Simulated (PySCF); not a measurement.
TaF5, SMILES [F][Ta]([F])([F])([F])[F], multiplicity 1.

Geometry optimised at PBE0-D3(BJ)/def2-SVP. The spin state was assumed, not searched. The isomer is the one that the SMILES or the coordinates give; other isomers of the formula were not compared. The def2 effective core potentials stand for the cores of Ta; spin–orbit coupling is left out.

Two levels are set side by side: PBE/def2-TZVP (PySCF) and ωB97X/def2-TZVP (PySCF). Same geometry, gas phase. Differences are taken from unrounded values.

| quantity | ωB97X |
|---|---|
| orbital gap (eV) | 14.54 |
| highest occupied level (eV) | -14.81 |
| lowest empty level (eV) | -0.28 |
| mean polarisability (bohr³) | 35.3 |

Question: What does PBE give, and how far is it from ωB97X? (An estimate is asked for; the answer gives what the named calculation found.)

Answer: 
| quantity | PBE | PBE minus ωB97X |
|---|---|---|
| orbital gap (eV) | 6.85 | -7.69 |
| highest occupied level (eV) | -10.17 | 4.65 |
| lowest empty level (eV) | -3.32 | -3.04 |
| mean polarisability (bohr³) | 38.5 | 3.1 |

PBE's occupied levels lie high since its potential decays too fast outside the molecule; exact exchange lowers them and widens the gap. Loosely held outer electrons make PBE densities more polarisable. Differences between two approximate levels are no errors against the true value.

Rough cost on one machine, each run with all the roots and properties that it gave: ωB97X against PBE within a factor of 2.
